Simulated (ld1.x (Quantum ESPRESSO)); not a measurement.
# Scattering properties, PAW potential for Ge (Z = 32)

germanium, PAW, made with ld1.x (Quantum ESPRESSO) 7.5 (PBE, scalar-relativistic). Core [Ar], reference 3d10 4s2 4p1.5 (charge +0.5). Waves: 4s (bound): rcut 1.20, rcutus 1.60 bohr; 4s channel at -0.8 Ry: rcut 1.20, rcutus 1.60 bohr; 4p (bound): rcut 1.55, rcutus 1.75 bohr; 4p channel at -0.15 Ry: rcut 1.55, rcutus 1.75 bohr; 3d (bound): rcut 1.30, rcutus 1.40 bohr; 3d channel at -2.05 Ry: rcut 1.30, rcutus 1.40 bohr. Local part: all-electron potential smoothed inside 1.50 bohr (lloc = -1). Core correction: Bessel-smoothed model core inside 1.20 bohr. Augmentation charge: PSQ, inside the norm-conserving radii.

The phase is arctan(r·u′/u) with u = r·R(r), unwrapped; energies in Ry, scanned from -4 to 5 Ry. A pole is an energy at which the radial function vanishes at the test radius. The pseudo phase is shifted by a multiple of π to meet the all-electron one at the reference energy, and phase errors are pseudo minus all-electron; the curves can meet again beyond the range given. Levels narrower than the energy grid can be missing from the lists of poles.

```tsv
channel	radius (bohr)	reference energy (Ry)	poles, all-electron	poles, pseudo	unbroken range about the reference energy with phases within 0.05 rad	phase error 1 Ry above the reference energy (rad)
s	1.90	-1.15	2.51	1.29, 2.62	below 1.3	-0.001
p	1.90	-0.54	4.15	3.84	below 4.6	-0.001
d	1.90	-2.47	-2.32	-2.32	the whole range	-0.000
```

Phases in the p channel:

```tsv
E (Ry)	all-electron	pseudo
-4.00	1.256	1.254
-3.52	1.226	1.225
-3.04	1.189	1.188
-2.56	1.138	1.138
-2.08	1.067	1.067
-1.60	0.961	0.961
-1.12	0.786	0.785
-0.64	0.474	0.474
-0.16	-0.050	-0.050
0.32	-0.621	-0.621
0.80	-0.991	-0.992
1.28	-1.198	-1.199
1.76	-1.321	-1.324
2.24	-1.403	-1.407
2.72	-1.461	-1.467
3.20	-1.505	-1.515
3.68	-1.541	-1.557
4.16	-1.571	-1.598
4.64	-1.598	-1.647
```
